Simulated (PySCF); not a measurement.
Isomers of C6H11P.

All values: CAM-B3LYP/def2-SVPD (PySCF) at GFN2-xTB geometries, gas phase, one conformer each. Core orbitals are frozen in the response; Δα² is half the sum of the squared differences of the principal polarisabilities.

Question: Rank by dipole moment, highest first.
A. `[CH2:1]1[CH2:2][P:3]([CH:4]2[CH2:5][CH2:6]2)[CH2:7]1` with C2–P3–C4–C5 108°, C7–C1–C2–P3 14°, C1–C2–P3–C4 85°, P3–C4–C5–C6 107°, C2–P3–C7–C1 11°
B. `[CH3:1][CH2:2][CH2:3][P:4]1[CH:5]=[C:6]1[CH3:7]` with C1–C2–C3–P4 64°, C2–C3–P4–C5 -153°
C. `[CH3:1][CH2:2][C:3]([CH3:4])([CH3:5])[C:6]#[P:7]` with C1–C2–C3–C4 178°

Answer: B (1.67 D), C (1.48 D), A (1.31 D).

Question: Rank by HOMO energy, lowest first.
A. `[CH2:1]1[CH2:2][P:3]([CH:4]2[CH2:5][CH2:6]2)[CH2:7]1` with C2–P3–C4–C5 108°, C7–C1–C2–P3 14°, C1–C2–P3–C4 85°, P3–C4–C5–C6 107°, C2–P3–C7–C1 11°
B. `[CH3:1][CH2:2][CH2:3][P:4]1[CH:5]=[C:6]1[CH3:7]` with C1–C2–C3–P4 64°, C2–C3–P4–C5 -153°
C. `[CH:1]#[C:2][CH2:3][PH:4][CH:5]([CH3:6])[CH3:7]` with C2–C3–P4–C5 84°, C3–P4–C5–C6 159°
D. `[CH3:1][CH2:2][C:3]([CH3:4])([CH3:5])[C:6]#[P:7]` with C1–C2–C3–C4 178°

Answer: D (-8.60 eV), C (-8.34 eV), A (-7.72 eV), B (-7.54 eV).

Question: Rank by polarisability anisotropy Δα, highest first.
A. `CC(C)(C)CC#P`
B. `[CH3:1][CH2:2][CH2:3][P:4]1[CH:5]=[C:6]1[CH3:7]` with C1–C2–C3–P4 64°, C2–C3–P4–C5 -153°
C. `[CH2:1]=[C:2]([CH3:3])[PH:4][CH:5]1[CH2:6][CH2:7]1` with C1–C2–P4–C5 114°, C2–P4–C5–C6 -60°
D. `[CH3:1][CH2:2][P:3]1[CH:4]=[CH:5][CH2:6][CH2:7]1` with C1–C2–P3–C4 -77°, C2–P3–C4–C5 -91°, C4–C5–C6–C7 -12°, C5–C6–C7–P3 17°, C2–P3–C7–C6 83°
E. `[CH:1]#[C:2][CH2:3][PH:4][CH:5]([CH3:6])[CH3:7]` with C2–C3–P4–C5 84°, C3–P4–C5–C6 159°

Answer: A (6.19 Å³), E (4.97 Å³), D (4.09 Å³), B (3.87 Å³), C (3.59 Å³).

All values together:

```tsv
SMILES	μ (D)	HOMO (eV)	LUMO (eV)	α (Å³)	Δα (Å³)
CC(C)(C)CC#P	1.50	-8.61	0.13	14.25	6.19
C=C(C)PC1CC1	1.33	-7.84	1.13	14.05	3.59
CCCP1C=C1C	1.67	-7.54	1.17	14.02	3.87
C1CP(C2CC2)C1	1.31	-7.72	1.32	13.53	3.96
CCP1C=CCC1	1.62	-7.60	0.96	13.80	4.09
CCC(C)(C)C#P	1.48	-8.60	0.23	14.24	4.79
C#CCPC(C)C	1.38	-8.34	1.14	14.24	4.97
```

Conformers: `[CH2:1]=[C:2]([CH3:3])[PH:4][CH:5]1[CH2:6][CH2:7]1` with C1–C2–P4–C5 114°, C2–P4–C5–C6 -60°; `[CH3:1][CH2:2][CH2:3][P:4]1[CH:5]=[C:6]1[CH3:7]` with C1–C2–C3–P4 64°, C2–C3–P4–C5 -153°; `[CH2:1]1[CH2:2][P:3]([CH:4]2[CH2:5][CH2:6]2)[CH2:7]1` with C2–P3–C4–C5 108°, C7–C1–C2–P3 14°, C1–C2–P3–C4 85°, P3–C4–C5–C6 107°, C2–P3–C7–C1 11°; `[CH3:1][CH2:2][P:3]1[CH:4]=[CH:5][CH2:6][CH2:7]1` with C1–C2–P3–C4 -77°, C2–P3–C4–C5 -91°, C4–C5–C6–C7 -12°, C5–C6–C7–P3 17°, C2–P3–C7–C6 83°; `[CH3:1][CH2:2][C:3]([CH3:4])([CH3:5])[C:6]#[P:7]` with C1–C2–C3–C4 178°; `[CH:1]#[C:2][CH2:3][PH:4][CH:5]([CH3:6])[CH3:7]` with C2–C3–P4–C5 84°, C3–P4–C5–C6 159°.
